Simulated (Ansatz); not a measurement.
These are frozen-core CCSD(T)/def2-TZVPD // CAM-B3LYP-D3(BJ)/def2-TZVPD (Ansatz, a program for electronic structure) values and carry that method's errors.

Ansatz 0.2 input:
```yaml
crystal:
  periodic: [false, false, false]
  atoms:
    - { symbol: O, position_ang: [-0.976075, 1.401191, -0.054325] }
    - { symbol: Si, position_ang: [-0.218537, 0.057664, 0.003883] }
    - { symbol: Cl, position_ang: [1.952386, 0.217511, -0.080595] }
    - { symbol: H, position_ang: [-0.419658, -0.912654, -1.122952] }
    - { symbol: H, position_ang: [-0.338117, -0.763713, 1.25399] }
basis:
  gaussian: { orbitals: def2-TZVPD }
correlation:
  method: ccsd_t
total_charge: -1
```

Output:

```
Functional definition: HF
933 factors; integrals over basis functions are off by at most 1.1e-3 eV
mean field evaluation 1: about -22437.1654 eV, gradient 3.0e1 eV
mean field evaluation 2: about -22437.2540 eV, gradient 3.0e1 eV
mean field evaluation 4: about -22439.3971 eV, gradient 3.0e0 eV
mean field evaluation 8: about -22439.4369 eV, gradient 2.4e-1 eV
mean field evaluation 16: about -22437.1668 eV, gradient 3.0e1 eV
mean field -22439.43727418 eV, -824.6341098291 hartree, gradient 4.8e-6 eV, S^2 0.000000; 0 other end points of the search recorded, 0 dependent functions left out
11 core orbitals not correlated
reference -22439.43727418 eV, -824.6341098291 hartree; 10, 10 occupied and 126, 126 virtual orbitals, 933 factors
second order -15.35029760 eV of doubles, -0.00000000 eV of singles
cycle   1  -15.55050213 eV  change   -2.0e-1 eV  update   1.1e-1
cycle   2  -15.94026256 eV  change   -3.9e-1 eV  update   3.7e-2
cycle   3  -16.07035854 eV  change   -1.3e-1 eV  update   1.9e-2
cycle   4  -16.06226158 eV  change    8.1e-3 eV  update   5.0e-3
cycle   5  -16.05838162 eV  change    3.9e-3 eV  update   2.5e-3
cycle   6  -16.05915657 eV  change   -7.7e-4 eV  update   9.2e-4
cycle   7  -16.05929830 eV  change   -1.4e-4 eV  update   3.9e-4
cycle   8  -16.05914707 eV  change    1.5e-4 eV  update   1.6e-4
cycle   9  -16.05913551 eV  change    1.2e-5 eV  update   6.0e-5
cycle  10  -16.05919592 eV  change   -6.0e-5 eV  update   2.5e-5
cycle  11  -16.05916169 eV  change    3.4e-5 eV  update   1.1e-5
cycle  12  -16.05915757 eV  change    4.1e-6 eV  update   4.3e-6
perturbative correction -0.68106977 eV, -0.0250288525 hartree
Total energy: -22456.17750152 eV, -825.2493018371 hartree
```

Cost: roughly 40 core-seconds.
